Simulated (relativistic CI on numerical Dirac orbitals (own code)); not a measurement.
**Line list: Electric-dipole lines, I8+**

Computed by Dirac-Coulomb-Breit CI, KLI orbitals optimised for each configuration, QED by a radiative potential, unscaled Slater integrals (own radial code, finite nucleus).

Configurations in the expansion (outside the closed core [Ar] 3d10): 4s2 4p6 4d9, 4s2 4p5 4d10, 4s2 4p6 4d8 4f, 4s2 4p6 4d8 5s, 4s2 4p6 4d8 5p, 4s 4p6 4d10, 4s2 4p6 4d7 5s 5p, 4s2 4p6 4d8 5d, 4s2 4p5 4d9 4f, 4s2 4p6 4d7 4f 5s, 4s2 4p6 4d8 6s, 4s2 4p6 4d8 6p, 4s2 4p6 4d8 5f, 4s2 4p6 4d8 6d, 4s 4p6 4d9 4f, 4s2 4p6 4d8 5g, 4s2 4p6 4d8 7s, 4s2 4p5 4d9 5s, 4s2 4p6 4d8 7p, 4s2 4p6 4d8 6f, 4s2 4p5 4d9 5p, 4s2 4p5 4d9 5d, 4s 4p6 4d9 5s, 4s2 4p5 4d9 6s, 4s2 4p6 4d7 5s2, 4s2 4p6 4d6 4f 5s2, 4s2 4p6 4d6 5s2 5p, 4s2 4p6 4d6 5s2 5d, 4s 4p6 4d8 5s2, 4s 4p6 4d7 4f 5s2, 4s 4p6 4d7 5s2 5p, 4s 4p6 4d7 5s2 5d. Double excitations out of closed p, d and f shells are left out; levels of such configurations are missing from the list, as are those of other unlisted configurations, and high levels can miss mixing partners.

| λ vac (nm) | Lower | Upper | A (s⁻¹) | gf | Branching (%) |
| --- | --- | --- | --- | --- | --- |
| 9.8683 | 4s2 4p6 4d9 2D_5/2 [1] | 4s2 4p6 4d8 5f 2D°_5/2 [399] | 4.37e+11 | 3.83e+00 | 93.3 |
| 11.621 | 4s2 4p6 4d9 2D_3/2 [2] | 4s2 4p6 4d8 4f 2P°_1/2 [219] | 1.23e+12 | 4.96e+00 | 99.9 |
| 11.856 | 4s2 4p6 4d9 2D_5/2 [1] | 4s2 4p6 4d8 4f 2P°_3/2 [210] | 1.02e+12 | 8.58e+00 | 76.0 |
| 12.061 | 4s2 4p6 4d9 2D_3/2 [2] | 4s2 4p6 4d8 4f 2P°_3/2 [210] | 3.21e+11 | 2.80e+00 | 24.0 |
| 12.081 | 4s2 4p6 4d9 2D_5/2 [1] | 4s2 4p6 4d8 4f 2D°_3/2 [207] | 3.21e+11 | 2.81e+00 | 23.8 |
| 12.128 | 4s2 4p6 4d9 2D_5/2 [1] | 4s2 4p6 4d8 4f 2F°_7/2 [205] | 1.35e+12 | 2.38e+01 | 100.0 |
| 12.132 | 4s2 4p6 4d9 2D_3/2 [2] | 4s2 4p6 4d8 4f 2F°_5/2 [209] | 1.34e+12 | 1.77e+01 | 99.0 |
| 12.241 | 4s2 4p6 4d9 2D_5/2 [1] | 4s2 4p6 4d8 4f 2D°_5/2 [204] | 1.34e+12 | 1.80e+01 | 99.0 |
| 12.295 | 4s2 4p6 4d9 2D_3/2 [2] | 4s2 4p6 4d8 4f 2D°_3/2 [207] | 1.03e+12 | 9.32e+00 | 76.2 |
| 16.782 | 4s2 4p6 4d9 2D_3/2 [2] | 4s2 4p6 4d8 5p 2F°_5/2 [58] | 2.87e+10 | 7.28e-01 | 86.8 |
| 16.978 | 4s2 4p6 4d9 2D_5/2 [1] | 4s2 4p6 4d8 5p 2D°_3/2 [43] | 4.79e+10 | 8.29e-01 | 73.6 |
| 17.019 | 4s2 4p6 4d9 2D_5/2 [1] | 4s2 4p6 4d8 5p 2F°_7/2 [42] | 3.57e+10 | 1.24e+00 | 93.2 |
| 17.070 | 4s2 4p6 4d9 2D_5/2 [1] | 4s2 4p6 4d8 5p 2D°_5/2 [41] | 2.33e+10 | 6.10e-01 | 79.3 |
| 17.264 | 4s2 4p6 4d9 2D_3/2 [2] | 4s2 4p6 4d8 5p 2D°_3/2 [47] | 4.31e+10 | 7.69e-01 | 92.0 |
| 17.350 | 4s2 4p6 4d9 2D_5/2 [1] | 4s2 4p6 4d8 5p 2D°_5/2 [33] | 2.80e+10 | 7.59e-01 | 83.7 |
| 47.549 | 4s2 4p6 4d8 5p 4D°_7/2 [19] | 4s2 4p6 4d8 5d 4G_9/2 [146] | 5.95e+09 | 2.02e+00 | 28.8 |
| 48.505 | 4s2 4p6 4d8 5p 4G°_7/2 [22] | 4s2 4p6 4d8 5d 4H_9/2 [156] | 1.33e+10 | 4.69e+00 | 64.4 |
| 48.625 | 4s2 4p6 4d8 5p 4G°_9/2 [20] | 4s2 4p6 4d8 5d 4G_9/2 [146] | 9.07e+09 | 3.22e+00 | 43.9 |
| 48.776 | 4s2 4p6 4d8 5p 4G°_5/2 [23] | 4s2 4p6 4d8 5d 4H_7/2 [154] | 1.12e+10 | 3.19e+00 | 53.6 |
| 48.966 | 4s2 4p6 4d8 5p 4G°_9/2 [20] | 4s2 4p6 4d8 5d 4H_11/2 [144] | 1.71e+10 | 7.36e+00 | 81.9 |
| 49.146 | 4s2 4p6 4d8 5p 4D°_7/2 [19] | 4s2 4p6 4d8 5d 4D_5/2 [140] | 1.55e+10 | 3.36e+00 | 80.0 |
| 49.210 | 4s2 4p6 4d8 5p 2H°_9/2 [40] | 4s2 4p6 4d8 5d 2I_11/2 [182] | 1.85e+10 | 8.05e+00 | 88.7 |
| 49.238 | 4s2 4p6 4d8 5p 4D°_7/2 [19] | 4s2 4p6 4d8 5d 4D_7/2 [139] | 9.60e+09 | 2.79e+00 | 52.8 |
| 49.983 | 4s2 4p6 4d8 5d 2I_11/2 [182] | 4s2 4p6 4d8 5f 2K°_13/2 [344] | 2.60e+10 | 1.36e+01 | 98.3 |
| 50.597 | 4s2 4p6 4d8 5d 2I_13/2 [187] | 4s2 4p6 4d8 5f 2K°_15/2 [345] | 2.59e+10 | 1.59e+01 | 100.0 |
| 50.684 | 4s2 4p6 4d8 5d 4H_13/2 [145] | 4s2 4p6 4d8 5f 4I°_15/2 [272] | 2.57e+10 | 1.58e+01 | 100.0 |
| 50.748 | 4s2 4p6 4d8 5d 4H_11/2 [161] | 4s2 4p6 4d8 5f 4I°_13/2 [309] | 2.55e+10 | 1.38e+01 | 99.9 |
| 51.902 | 4s2 4p6 4d8 5p 4G°_11/2 [25] | 4s2 4p6 4d8 5d 4G_11/2 [147] | 4.62e+09 | 2.24e+00 | 25.7 |
| 52.518 | 4s2 4p6 4d8 5p 4G°_11/2 [25] | 4s2 4p6 4d8 5d 4H_13/2 [145] | 1.73e+10 | 1.00e+01 | 93.2 |
| 52.803 | 4s2 4p6 4d8 5p 4G°_9/2 [34] | 4s2 4p6 4d8 5d 4H_11/2 [161] | 1.71e+10 | 8.57e+00 | 93.5 |
| 52.805 | 4s2 4p6 4d8 5p 2H°_11/2 [51] | 4s2 4p6 4d8 5d 2I_13/2 [187] | 1.70e+10 | 9.94e+00 | 92.9 |
| 52.826 | 4s2 4p6 4d8 5p 4F°_9/2 [28] | 4s2 4p6 4d8 5d 4F_9/2 [150] | 6.33e+09 | 2.65e+00 | 34.5 |
| 52.871 | 4s2 4p6 4d8 5p 4F°_7/2 [37] | 4s2 4p6 4d8 5d 2G_9/2 [167] | 1.06e+10 | 4.45e+00 | 58.0 |
| 53.135 | 4s2 4p6 4d8 5p 2G°_7/2 [36] | 4s2 4p6 4d8 5d 2H_9/2 [164] | 8.61e+09 | 3.64e+00 | 48.1 |
| 53.314 | 4s2 4p6 4d8 5p 4D°_7/2 [48] | 4s2 4p6 4d8 5d 4F_9/2 [177] | 1.41e+10 | 6.02e+00 | 76.9 |
| 53.474 | 4s2 4p6 4d8 5p 4F°_9/2 [28] | 4s2 4p6 4d8 5d 4G_11/2 [147] | 1.21e+10 | 6.23e+00 | 67.3 |
| 54.048 | 4s2 4p6 4d8 5p 2G°_9/2 [62] | 4s2 4p6 4d8 5d 2H_11/2 [202] | 1.03e+10 | 5.39e+00 | 54.6 |
| 71.681 | 4s2 4p6 4d8 5s 4F_5/2 [5] | 4s2 4p6 4d8 5p 4F°_7/2 [37] | 1.89e+09 | 1.16e+00 | 19.2 |
| 72.591 | 4s2 4p6 4d8 5s 2D_5/2 [13] | 4s2 4p6 4d8 5p 2F°_7/2 [56] | 3.02e+09 | 1.91e+00 | 72.6 |
| 74.480 | 4s2 4p6 4d8 5s 4F_9/2 [3] | 4s2 4p6 4d8 5p 4G°_11/2 [25] | 3.39e+09 | 3.38e+00 | 100.0 |
| 74.696 | 4s2 4p6 4d8 5s 4F_7/2 [4] | 4s2 4p6 4d8 5p 4F°_9/2 [28] | 1.08e+09 | 9.02e-01 | 29.6 |
| 76.488 | 4s2 4p6 4d8 5s 2F_7/2 [7] | 4s2 4p6 4d8 5p 4G°_9/2 [34] | 2.67e+09 | 2.34e+00 | 81.0 |
| 77.466 | 4s2 4p6 4d8 5s 2G_9/2 [14] | 4s2 4p6 4d8 5p 2H°_11/2 [51] | 3.03e+09 | 3.27e+00 | 99.9 |
| 88.506 | 4s2 4p6 4d8 5s 4F_7/2 [4] | 4s2 4p6 4d8 5p 4G°_9/2 [20] | 1.06e+09 | 1.25e+00 | 50.7 |
| 89.126 | 4s2 4p6 4d8 5s 2G_7/2 [15] | 4s2 4p6 4d8 5p 2H°_9/2 [40] | 1.62e+09 | 1.93e+00 | 82.0 |

Terms are leading LS components. Brackets give the number of a level in order of energy, since labels repeat. The list gives strong lines, with weight on those to low levels, without lines whose two gauges differ by over a factor of 2.5, among the lowest 400 of 3417 levels, so that lines to higher ones, which can be the strongest, are missing. Levels whose partners in the same complex of configurations lie outside the list can be far off, and so can their lines. Rates are taken at the computed energies, electric ones in the length gauge.

At this charge configurations can still be misplaced by up to about 7 % of their energy. Levels and lines within the n = 5 or 6 shells can be off by up to 10 % or somewhat more, and those that change n by about 2 %, since core polarisation is missing.

LS names give the leading component of a level, which can be under half, so a name can repeat, a term be missing and a line seem to break the LS rules.
